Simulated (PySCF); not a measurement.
## Au₃Se⁺, singlet: structure and spectrum

All numbers come from PBE/[Se def2-SVP, Au def2-SVP with ECP60], scalar-relativistic core potentials, density fitting, no spin–orbit coupling, PySCF.

The structure is a saddle point with 1 imaginary mode.

```xyz
4
charge 1 multiplicity 1, angstrom
Se    0.0000    0.0000    0.0000
Au    2.3953    0.0000    0.0000
Au   -1.1976    2.0744    0.0000
Au   -1.1976   -2.0744    0.0000
```

| Quantity | Value |
| --- | --- |
| Point group | D3h |
| Bond lengths | Se–Au 2.395 Å (×3) |
| Bond angles | Au–Se–Au 120.0° (×3) |
| Zero-point energy (real modes) | 4.2 kJ/mol |
| Dipole moment about the centre of mass | 0.00 D |
| Principal quadrupole moments (Buckingham, traceless) about the centre of mass | -29.33, 14.67, 14.67 D Å |
| Rotational constants | 0.009945, 0.009945, 0.004972 cm⁻¹ |
| Lowest empty level | -9.60 eV |
| Principal polarisabilities | 75.0, 157.2, 157.2 bohr³ |
| Highest occupied level | -9.86 eV |

Harmonic modes (masses in u: Se 79.917, Au 196.967):
```json
{"symmetry": "a2''", "ω (cm⁻¹)": "189i", "IR (km/mol, summed over degenerate members)": "–"}
{"symmetry": "e'", "ω (cm⁻¹)": "41", "IR (km/mol, summed over degenerate members)": "0.1"}
{"symmetry": "a1'", "ω (cm⁻¹)": "117", "IR (km/mol, summed over degenerate members)": "0.0"}
{"symmetry": "e'", "ω (cm⁻¹)": "255", "IR (km/mol, summed over degenerate members)": "1.3"}
```

In D3h the vibrations span a2'' + 2e' + a1'. The a1' mode carries no infrared intensity, as symmetry demands.

Charges (e):
```
   atom  Mulliken  Löwdin  polar tensor  Mayer order to Se1
    Se1     -0.25    0.44          0.16                   –
Au2,3,4      0.42    0.19          0.28                0.92
```

Mulliken populations on Se1: s 7.85, p 16.25, d 10.14.

Only a few start shapes were tried, so a lower isomer may exist. At this level a singlet minimum of C3v symmetry lies 115 kJ/mol below this structure. With an element this heavy the missing spin–orbit coupling can shift these numbers.

The final relaxation and frequency run took about 120 core-seconds on a shared host.
